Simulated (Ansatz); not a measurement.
Molecule: dimethyl(prop-2-enyl)borane, C5H11B (charge 0, singlet). 
Geometry from a B3LYP-D3(BJ)/def2-TZVP (Ansatz, an electronic-structure program) optimisation:
SMILES: C=CCB(C)C
```xyz
17

C      2.3048     0.0343    -0.8497
C      1.4015    -0.6655    -0.1703
C      0.5428    -0.1290     0.9419
B     -0.8727     0.1281     0.2784
C     -1.8282    -1.0750    -0.0385
C     -1.2921     1.6001    -0.0632
H      2.5227     1.0680    -0.6055
H      2.8652    -0.4056    -1.6643
H      1.2164    -1.6964    -0.4591
H      0.4722    -0.8766     1.7390
H      0.9881     0.7797     1.3524
H     -1.4129    -2.0655     0.1549
H     -2.7278    -0.9666     0.5821
H     -2.1902    -1.0399    -1.0708
H     -2.1771     1.6958    -0.6945
H     -0.4675     2.1512    -0.5257
H     -1.4980     2.1259     0.8788
```

Dipole moments at this geometry, in debye (magnitudes).

```
level                 program  dipole (D)
--------------------  -------  ----------
SVWN5/def2-TZVPD       Ansatz        0.54
BLYP/def2-TZVPD        Ansatz        0.49
revPBE/def2-TZVPD      Ansatz        0.50
PBE0/def2-TZVPD        Ansatz        0.50
HSE06/def2-TZVPD       Ansatz        0.50
CAM-B3LYP/def2-TZVPD   Ansatz        0.50
LC-wPBE/def2-TZVPD     Ansatz        0.51
wB97M-V/def2-TZVPD     Ansatz        0.50
wB97X-V/def2-TZVPD     Ansatz        0.50
CCSD(T)/aug-cc-pVDZ    Ansatz        0.41
```
